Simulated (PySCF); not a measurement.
**Dipole moment and polarisability of Si(SMe)2Me2**

Compound: Si(SMe)2Me2, C4H12S2Si.
Geometry (PBE0-D3(BJ)/def2-SVP, Å), atoms numbered from 1 in this order:
```
atom  x, y, z in Å
Si1   -0.3818   -0.4845    0.2183
S2    -0.0209   -0.7729    2.3093
C3     1.1745    0.5636    2.6370
H4     1.9682    0.5657    1.8764
H5     1.6181    0.3620    3.6210
H6     0.6789    1.5442    2.6647
S7     1.5303   -0.7758   -0.7383
C8     1.3091    0.1201   -2.3091
H9     0.4647   -0.2752   -2.8918
H10    2.2289   -0.0344   -2.8896
H11    1.1753    1.1983   -2.1464
C12   -1.0346    1.2333   -0.1610
H13   -1.2766    1.3442   -1.2296
H14   -0.3058    2.0119    0.1098
H15   -1.9557    1.4036    0.4183
C16   -1.6182   -1.7995   -0.2720
H17   -1.8349   -1.7365   -1.3500
H18   -2.5638   -1.6727    0.2785
H19   -1.2183   -2.8021   -0.0607
```

Level: PBE0/def2-SVPD (PySCF), static field, nuclei fixed, core orbitals frozen in the response. The polarisability tensor in these axes (au):

```
x   115.24   4.45  -1.85
y     4.45 108.30  -0.31
z    -1.85  -0.31 133.08
```

**Question.** Diagonalise the tensor; give its mean and Δα, where Δα² is half the sum of the squared differences of the eigenvalues.

**Answer.** Principal values 106.12, 117.21 and 133.29 au; mean 118.87 au = 17.62 Å³ = 19.60 × 10⁻⁴⁰ C²·m²/J; Δα = 23.66 au (20 % of the mean).

**Question.** What is the dipole moment, and where does it point?

**Answer.** (-0.77, 2.04, -1.61) D, 2.71 D in size, pointing from the negative to the positive side. Measured along this direction, the outermost atoms are H5 at the negative end and H13 at the positive end.

**Question.** Find the Langevin capture rate constant for H3+ (3.023 u) meeting this molecule (152.015 u), k = 2.342 × 10⁻⁹ cm³/s × √(α in Å³ / reduced mass in u).

**Answer.** The reduced mass is 2.96 u, so k = 5.71 × 10⁻⁹ cm³/s. The formula leaves out the permanent dipole, which adds to the capture rate.

**Question.** What are the principal values of the traceless quadrupole moment, Θ = ½Σq(3rr − r²1), about the centre of nuclear charge?

**Answer.** -5.63, -1.18, 6.81 D·Å. The values depend on the origin, since the dipole doesn't vanish. The electronic extent ⟨r²⟩ about the same centre is 1525 bohr², a root-mean-square distance of 2.28 Å for the 82 electrons.

**Question.** Rayleigh depolarisation ratio (linearly polarised light, static tensor)?

**Answer.** ρ = 3Δα²/(45ᾱ² + 4Δα²) = 1679.5/(635886 + 2239.3) = 0.00263.

**Question.** Estimate the molar refractivity from the static electronic polarisability.

**Answer.** Lorentz–Lorenz: R = (4π/3)N_A α = 2.5225 cm³/(mol·Å³) × 17.62 Å³ = 44.4 cm³/mol, in the limit of long wavelengths.

**Question.** Give the principal axes and the span of the nuclei along them.

**Answer.** Largest value along (-0.11, -0.03, 0.99), where the nuclei span 6.52 Å; middle along (0.89, 0.44, 0.11), 5.20 Å; least along (-0.44, 0.90, -0.02), 4.09 Å. The response follows the extents in order.

One conformer (not necessarily the lowest) at the PBE0-D3(BJ)/def2-SVP geometry, without solvent, vibrations or thermal averaging.
